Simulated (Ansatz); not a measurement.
A run for Ansatz (a quantum-chemistry and plane-wave program): U-B3LYP/def2-TZVPP on CH2N (SMILES C=[N]), 2S+1 = 2.

Ansatz 0.2 input:
```yaml
crystal:
  periodic: [false, false, false]
  atoms:
    - {symbol: C, position_ang: [-0.48978817, 0.10597791, -0.00338862]}
    - {symbol: N, position_ang: [0.71978619, -0.15574373, 0.00497988]}
    - {symbol: H, position_ang: [-1.24895030, -0.68605306, -0.03153068]}
    - {symbol: H, position_ang: [-0.85394295, 1.14106656, 0.01698171]}
basis:
  gaussian:
    orbitals: def2-TZVPP
hamiltonian:
  xc: {name: B3LYP}
magnetization: {spin_polarized: true, initial_magnetization: 1}
accuracy: high
phonons: {}
```

Q: What total energy does the run end on?

A: -94.0233 hartree.

Q: How many basis functions does it have, and what does it roughly cost on one machine?

A: 90 functions; roughly 30 core-seconds.
